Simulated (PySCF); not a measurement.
How ionic is MH along the lanthanides?

PBE0 in PySCF with x2c-TZVPall on every atom, spin-free X2C, for the lowest determinant that a PBE0 search found; no spin–orbit coupling. A negative dipole means M(+)H(−).

```csv
M,state (unpaired electrons),Re (Å),μ (D)
La,"triplet (σ ↑, δ ↑)",2.073,-3.49
Gd,octet (f population 7.0),1.929,-1.66
Dy,sextet (f population 9.7),1.991,-2.36
Yb,doublet (f population 14.0),2.050,-2.77
```

Q: Give the ionic character |μ|/(e·Re) of each, with 1 e·Å = 4.803 D, and the positive end.

A: LaH 35 % (La positive), GdH 18 % (Gd positive), DyH 25 % (Dy positive), YbH 28 % (Yb positive). Lone pairs and polarisation enter μ too, so this number is only a rough measure of charge transfer.

Spin–orbit coupling is left out. With d or f electrons several states lie close, and the lowest PBE0 determinant need not be the measured ground state.
